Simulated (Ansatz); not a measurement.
C4H11Al, SMILES `CC[CH](C)[AlH2]` at its PBE0-D4/def2-TZVP geometry, where that method's forces vanish. Total charge 0; spin multiplicity 1.

```json
{"atom": "C1", "x (Å)": "-1.353", "y (Å)": "-0.465", "z (Å)": "1.357"}
{"atom": "C2", "x (Å)": "-0.787", "y (Å)": "-0.682", "z (Å)": "-0.037"}
{"atom": "C3", "x (Å)": "0.112", "y (Å)": "0.470", "z (Å)": "-0.488"}
{"atom": "C4", "x (Å)": "0.709", "y (Å)": "0.210", "z (Å)": "-1.869"}
{"atom": "Al5", "x (Å)": "1.469", "y (Å)": "0.734", "z (Å)": "0.919"}
{"atom": "H6", "x (Å)": "-1.917", "y (Å)": "0.470", "z (Å)": "1.415"}
{"atom": "H7", "x (Å)": "-2.014", "y (Å)": "-1.277", "z (Å)": "1.668"}
{"atom": "H8", "x (Å)": "-0.556", "y (Å)": "-0.416", "z (Å)": "2.116"}
{"atom": "H9", "x (Å)": "-1.611", "y (Å)": "-0.824", "z (Å)": "-0.750"}
{"atom": "H10", "x (Å)": "-0.215", "y (Å)": "-1.619", "z (Å)": "-0.053"}
{"atom": "H11", "x (Å)": "-0.503", "y (Å)": "1.379", "z (Å)": "-0.539"}
{"atom": "H12", "x (Å)": "1.293", "y (Å)": "1.059", "z (Å)": "-2.238"}
{"atom": "H13", "x (Å)": "1.369", "y (Å)": "-0.664", "z (Å)": "-1.865"}
{"atom": "H14", "x (Å)": "-0.073", "y (Å)": "0.012", "z (Å)": "-2.612"}
{"atom": "H15", "x (Å)": "2.339", "y (Å)": "-0.526", "z (Å)": "1.364"}
{"atom": "H16", "x (Å)": "1.738", "y (Å)": "2.142", "z (Å)": "1.612"}
```

Problem. For each bond, give half the difference of the two atoms' forces along it (eV/Å; positive pushes the atoms apart) under PBE-D4, r2SCAN-D4, B3LYP-D4, ωB97M-V in def2-TZVPP. (An estimate is asked.)

Solution. Computed: 
```
   bond  length (Å)  PBE-D4  r2SCAN-D4  B3LYP-D4  ωB97M-V
  C1–C2       1.520    0.00       0.11      0.19     0.19
  C1–H7       1.092    0.10      -0.04     -0.09    -0.09
  C1–H8       1.102    0.12      -0.02     -0.07    -0.06
  C2–C3       1.529    0.01       0.09      0.13     0.12
  C2–H9       1.099    0.13      -0.03     -0.11    -0.13
 C2–H10       1.097    0.11      -0.04     -0.10    -0.10
  C3–C4       1.527    0.00       0.13      0.18     0.19
 C3–Al5       1.973    0.02      -0.05      0.04    -0.03
 C3–H11       1.099    0.11      -0.03     -0.11    -0.11
 C4–H12       1.094    0.09      -0.04     -0.07    -0.07
 C4–H13       1.095    0.11      -0.03     -0.06    -0.07
 C4–H14       1.097    0.13      -0.02     -0.07    -0.10
Al5–H15       1.594    0.05      -0.03     -0.09    -0.10
Al5–H16       1.593    0.04      -0.03     -0.10    -0.11
```

B3LYP here is the variant with VWN-RPA as its local correlation; programs differ in this.
